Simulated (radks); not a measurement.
Results of a calculation; reference values are marked as such.
The sulfur anion S-, [Ne] 3s2 3p5, held by a Watson sphere: a shell of charge +1.5 at radius R that stands for the Madelung well of a crystal (potential energy -1.5/R inside, -1.5/r outside, in hartree with lengths in bohr). Level of theory: non-relativistic Kohn-Sham, LDA (Slater exchange, Perdew-Wang correlation), spin-unpolarised, spherical densities, point nucleus (a radial shooting solver on a logarithmic mesh with Libxc functionals). Response by self-consistent Sternheimer equations with the Hartree and adiabatic LDA kernel. The sphere does not respond.

R (bohr),e(2p) (eV),e(3s) (eV),e(3p) (eV),<r> 3p (bohr),sum of <r^2> (bohr^2),X-ray form factor at sin(theta)/lambda = 0.1 1/angstrom,alpha (bohr^3)
2.05,-159.39,-22.787,-12.707,2.001,32.43,14.950,17.73
2.68,-158.56,-20.973,-11.259,2.113,35.73,14.792,23.20
2.8,-158.39,-20.662,-10.987,2.131,36.28,14.768,24.37
3.36,-157.56,-19.354,-9.785,2.201,38.52,14.675,30.17
3.56,-157.26,-18.941,-9.390,2.221,39.19,14.650,32.34
3.92,-156.73,-18.263,-8.729,2.252,40.26,14.612,36.29
4.06,-156.53,-18.019,-8.489,2.262,40.63,14.600,37.83
4.51,-155.92,-17.305,-7.779,2.290,41.67,14.569,42.73
